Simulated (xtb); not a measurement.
Here is a job for xtb.
```
$ xtb mol.xyz --gfn 2 --chrg 1 --uhf 1 --alpb hexane --json

# file mol.xyz
3

Se    -0.00212003     0.05554000    -0.00139670
H     -1.02654637    -0.98490244     0.01728965
H      1.09862725    -0.90345749     0.03019805
```

Question: What does this run give for the partial charges in atom order, total energy?

Answer: 
* **partial charges in atom order**: Se1 0.58, H2 0.21, H3 0.21
* **total energy**: -3.7161 Eh
